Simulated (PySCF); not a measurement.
A structure optimised at B3LYP-D3(BJ)/def2-SVP, used in a PySCF frequency run:

```
Zr
O 1 1.8541
H 2 0.9715 1 169.30
Cl 1 2.2894 2 110.04 3 60.72
Cl 1 2.2894 2 110.04 3 -60.72
```
Charge +1, spin multiplicity 1.

Write its SMILES, formula and point group.

[OH][Zr+]([Cl])[Cl], Cl2HOZr, Cs

What are its rotational constants (standard atomic weights)?

3.3492, 1.8788, 1.3268 GHz
